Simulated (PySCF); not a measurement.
**Stationary points of BiF4**

Computed with PySCF, PBE0, basis Bi def2-SVP with ECP60, F def2-SVP (scalar-relativistic core potentials, no spin–orbit coupling, density fitting).

Relaxations began from a few typed shapes; open shells are unrestricted. The search is not exhaustive: other isomers or separated fragments can lie lower, and high-lying points may rest on an excited occupation.

Which is the lowest minimum found?
A. doublet D4h: Bi–F 2.067 Å (×4); F–Bi–F 90.0° (×4), F–Bi–F 180.0° (×2)
B. doublet C4v: Bi–F 2.041 Å (×4); F–Bi–F 85.8° (×4), F–Bi–F 148.5° (×2)
C. doublet Td: Bi–F 2.052 Å (×4); F–Bi–F 109.5° (×6)
D. doublet C2v: Bi–F 2.028 Å (×2), Bi–F 2.072 Å (×2); F–Bi–F 100.7°, F–Bi–F 106.2° (×4), F–Bi–F 128.3°

D. The others lie at 0.5 (doublet Td, a saddle point), 70.7 (doublet C4v, a saddle point), 98.0 (doublet D4h, a saddle point) kJ/mol above it.

For the lowest minimum: no spin–orbit coupling is included, which matters more the heavier the element.
